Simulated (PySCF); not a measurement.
## Working out the excitation energy of P

P [Ne] 3s2 3p3 (4S) → P [Ne] 3s1 3p3 4s1 (6S). All numbers are calculated (PySCF 2.14, the non-relativistic Hamiltonian (point nucleus), in aug-cc-pV(D+d)Z (5s4p3d, 32 functions)). Frozen: [Ne]. Energies in hartree (1 hartree = 27.21139 eV):

| part | P (lower) | P (upper) |
| --- | --- | --- |
| UHF | -340.709958 | -340.312955 |
| CCSD correlation | -0.087235 | -0.035356 |
| (T) | -0.001697 | -0.000320 |

Question: What does Hartree-Fock give?

Answer: (-340.312955) − (-340.709958) = 0.397003 hartree = 10.803 eV.

Question: What do CCSD and CCSD(T) give?

Answer: The CCSD correlation energies differ by 0.051879 hartree = 1.412 eV and the triples by 0.001377 hartree = 0.037 eV, so CCSD gives 12.215 eV and CCSD(T) 12.252 eV.

The upper state lies above the first ionisation limit, but in LS coupling its spin forbids autoionisation to the ground ion. A Rydberg-like electron needs more diffuse functions than a valence basis has.
